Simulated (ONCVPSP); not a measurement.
**Before and after: ONCV potential for Rb (Z = 37)**

```json
{
 "Element": "Rb",
 "Generator": "ONCVPSP 4.0.1",
 "Type": "optimised norm-conserving Vanderbilt (ONCV)",
 "Functional": "PBEsol",
 "Relativity": "scalar-relativistic",
 "Frozen core": "[Ar] 3d10",
 "Valence charge": "9",
 "Reference configuration": "4s2 4p6 5p1",
 "Partial waves": "4s: rc 2.40 bohr, ncon 3, nbas 6, qcut 6.3 1/bohr, 2 projectors, debl 1.8 Ha; 4p+5p: rc 3.30 bohr, ncon 3, nbas 6, qcut 4.3 1/bohr, 2 projectors; d scattering state at 0.43 Ha: rc 2.65 bohr, ncon 3, nbas 7, qcut 3.7 1/bohr, 2 projectors, debl 3.7 Ha",
 "Local potential": "polynomial inside 2.20 bohr (lpopt 4, dvloc0 3 Ha)",
 "Core correction": "Teter function, fcfact 4.25, rcfact 1.6"
}
```

All-electron outer shells of the reference configuration (PBEsol, scalar-relativistic, ld1.x):

```tsv
shell	level (eV)	outermost node (bohr)	outermost maximum (bohr)
4s	-33.37	0.62	1.25
4p	-17.41	0.64	1.42
5p	-1.33	2.18	6.37
```

Change: d: qcut 2.5.

Cutoffs: the cutoffs (Ha) at which the residual kinetic energy of the hardest occupied pseudo-wave falls to 1 and 0.1 mHa per electron; they do not see the model core or the augmentation charge, which bear on the density cutoff. Errors are all-electron minus pseudo energies relative to the spin-unpolarised reference configuration.

Question: How do hardness, ghosts and transferability respond?

Answer: The potential gets neither clearly harder nor softer (9.7 Ha and 12 Ha → 9.7 Ha and 12 Ha); a bound ghost appears in d, which as a rule spoils a file; the lowest positive-energy flag moves from none to d at 8.4 eV; the number of tests with a reliable result goes from 4 to 3; the errors of the 3 common tests hardly move.

```tsv
quantity	base	changed
cutoff, loose	9.7 Ha	9.7 Ha
cutoff, tight	12 Ha	12 Ha
bound ghosts	none	d
GHOST(+) flags under 300 eV	none	d at 8.4 eV
tests with a reliable result	4 of 4	3 of 4
error for 4s2 4p6 5s1 5p0, meV [ΔE -1.49 eV]	-0.3	-0.3
error for 4s2 4p6 5p0, meV [ΔE 2.58 eV]	-0.2	-0.2
error for 4s2 4p6 5s0.5 5p0, meV [ΔE 0.07 eV]	0.0	0.0
s: phases at 2.43 bohr within 0.05 rad from the reference energy up to (Ha; the scan ends near 5)	4.3	4.3
p: phases at 3.34 bohr within 0.05 rad from the reference energy up to (Ha; the scan ends near 5)	2.2	2.2
d: phases at 2.70 bohr within 0.05 rad from the reference energy up to (Ha; the scan ends near 5)	1.3	0.6
rms error of d²Exc/dni dnj with the model core, mHa	2.85	2.85
```

Base: The cutoffs count occupied waves only; projector 2 of the d channel, the hardest unoccupied one, needs 35 Ha at the loose tolerance. Changed file: The cutoffs count occupied waves only; projector 2 of the d channel, the hardest unoccupied one, needs 89 Ha at the loose tolerance. A true bound ghost makes a file unfit for plane-wave use even where its test errors are small: the radial tests pick states by their node count and pass the ghost by.
